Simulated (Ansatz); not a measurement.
`[CH3][Ga]([NH2])[NH2]` + `O[SiH2][GeH2][SH]` → `[CH3][Ga]([NH2])[SH]` + `[NH2][GeH2][SiH2]O`  (redistribution)

Calculated with Ansatz (gas phase, PBE0-D4/def2-TZVP geometries, no zero-point term in ΔE). CCSD(T)/CBS adds triple-zeta CCSD(T) − MP2 to the extrapolated MP2 energy (def2 sets, frozen cores). Functionals use def2-TZVPP. B3LYP here is the variant with VWN-RPA as its local correlation; programs differ in this. For Ga, Ge outer-core shells are correlated without core-valence functions, which leaves a few kJ/mol of doubt a bond. Scalar relativity is left out up to krypton. Each species was taken in one conformer, which may not be the lowest.

| level | ΔE (kJ/mol) | difference from CCSD(T)/CBS |
| --- | --- | --- |
| r2SCAN-D4 | -19.3 | -6.4 |
| B3LYP-D4 | -16.5 | -3.6 |
| ωB97M-V | -17.7 | -4.8 |
| PBE | -20.9 | -8.0 |
| r2SCAN | -19.1 | -6.2 |
| PBE0 | -17.9 | -5.0 |
| B3LYP | -14.7 | -1.8 |
| HF/def2-TZVPP | -5.3 | 7.6 |
| SCS-MP2/def2-TZVPP | -13.3 | -0.4 |
| CCSD/def2-TZVPP | -13.3 | -0.4 |
| CCSD(T)/def2-TZVPP | -16.3 | -3.4 |
| HF/def2-QZVPP | -2.8 | 10.1 |
| MP2/def2-QZVPP | -12.8 | 0.1 |
| SCS-MP2/def2-QZVPP | -10.7 | 2.2 |
| HF/CBS(def2) | -2.5 | 10.4 |
| MP2/CBS(def2) | -12.2 | 0.7 |
| CCSD(T)/CBS | -12.9 | 0 |

Largest T1 diagnostic among the species: 0.012.

In def2-TZVPP, CCSD(T) changes the Hartree–Fock value by −11.0 kJ/mol (the triples alone add −3.0 kJ/mol) and MP2 by −10.3 kJ/mol.
